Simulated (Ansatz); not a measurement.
Compare A (`C[B]([GeH3])[SeH]`) with its isomer B (`B[CH2][GeH2][SeH]`).

Calculated with Ansatz (gas phase, PBE0-D4/def2-TZVP geometries, no zero-point term in ΔE). CBS: MP2 limit from def2 TZ/QZ plus the TZ coupled-cluster correction, frozen cores. Functionals use def2-TZVPP. B3LYP here is the variant with VWN-RPA as its local correlation; programs differ in this. For Ge, Se outer-core shells are correlated without core-valence functions, which leaves a few kJ/mol of doubt a bond. Scalar relativity is left out up to krypton. Each species was taken in one conformer, which may not be the lowest.

A:

Z-matrix (Å, degrees):
```
C
B 1 1.560
H 1 1.097 2 109.8
H 1 1.097 2 109.7 3 -115.1
H 1 1.092 2 115.0 3 122.5
Ge 2 2.070 1 121.4 3 57.3
Se 2 1.912 1 123.8 3 -122.8
H 6 1.542 2 110.4 1 -58.8
H 6 1.540 2 113.3 1 -179.8
H 6 1.542 2 110.5 1 59.1
H 7 1.475 2 98.2 1 0.0
```

B:

```xyz
11

B     1.5956    0.6724    0.1965
C     0.2142    0.8900    0.8206
Ge   -1.0022   -0.1527   -0.3463
Se   -0.1511   -2.3523   -0.4350
H     2.2875   -0.2391    0.5494
H     1.9712    1.3665   -0.7047
H     0.0606    0.4754    1.8185
H    -0.1873    1.9045    0.7514
H    -1.0605    0.4533   -1.7582
H    -2.4085   -0.1624    0.2783
H    -1.3194   -2.8556   -1.1705
```

(1) Which is lower in electronic energy at CCSD(T)/CBS, and by how much? (Best estimate.)

(2) Give E(B) − E(A) in kcal/mol with r2SCAN-D4, B3LYP, PBE-D4, CCSD/def2-TZVPP, CCSD(T)/def2-TZVPP, MP2/def2-TZVPP, PBE0-D4. (An estimate is asked.)

Largest T1 diagnostic: 0.012.

Answers

(1) The calculation gave: A, by 6.9 kcal/mol.

(2) The calculation gave: r2SCAN-D4 8.2, B3LYP 6.5, PBE-D4 9.6, CCSD/def2-TZVPP 6.2, CCSD(T)/def2-TZVPP 6.9, MP2/def2-TZVPP 5.7, PBE0-D4 8.0. None reverses the order clearly.

From PBE to PBE0 (25 % exact exchange), in def2-TZVPP and without D4, E(B) − E(A) moves by −1.6 kcal/mol. In def2-TZVPP, CCSD(T) changes the Hartree–Fock value by +5.4 kcal/mol (the triples alone add +0.7 kcal/mol) and MP2 by +4.2 kcal/mol.
